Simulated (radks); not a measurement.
The chromium ion Cr2+ inside a hard spherical wall (all orbitals vanish at R), configuration held at [Ar] 3d4 and not refilled when levels cross. Method: scalar-relativistic Kohn-Sham, PBE, spin-polarised, spherical densities, finite nucleus; open shells are filled with parallel spins first; Fermi nuclear charge, rms radius 3.6452 fm; computed with a radial shooting solver on a logarithmic mesh with Libxc functionals. Eigenvalues in eV for spin up, with the zero of energy where the potential of the charges vanishes at infinity; a dash marks a level that is unbound or too diffuse for the functional's potential to be trusted. A positive occupied level is held by the wall or, in an anion where self-interaction has pushed it up, behind a barrier. The pressure on the wall is -dE/dV.

R (bohr)  E (hartree)  kinetic (hartree)    e(2p)    e(3s)    e(3p)    e(3d)  e(4s, empty)  e(4p, empty)  pressure (GPa)
free      -1049.81936           1060.497  -582.01  -96.532  -67.837  -24.157       -19.211       -13.894               0
20        -1049.81936           1060.497  -582.01  -96.532  -67.837  -24.157       -19.211       -13.894        < 0.0001
12        -1049.81936           1060.497  -582.01  -96.532  -67.837  -24.157       -19.211       -13.894        < 0.0001
8         -1049.81936           1060.498  -582.01  -96.532  -67.836  -24.157       -19.208       -13.868        0.000248
6         -1049.81908           1060.501  -581.98  -96.511  -67.816  -24.137       -19.073       -13.458          0.0402
4         -1049.79921           1060.643  -581.11  -95.817  -67.145  -23.414       -15.875        -8.254            6.15
3         -1049.64780           1061.478  -577.50  -93.220  -64.599  -20.328        -3.693         7.251             101
2.5       -1049.25179           1063.515  -571.46  -89.180  -60.455  -15.096        16.199        30.005             541
1.5       -1039.24211           1102.604  -506.97  -40.059   -7.672   43.391        229.29        244.59           36600
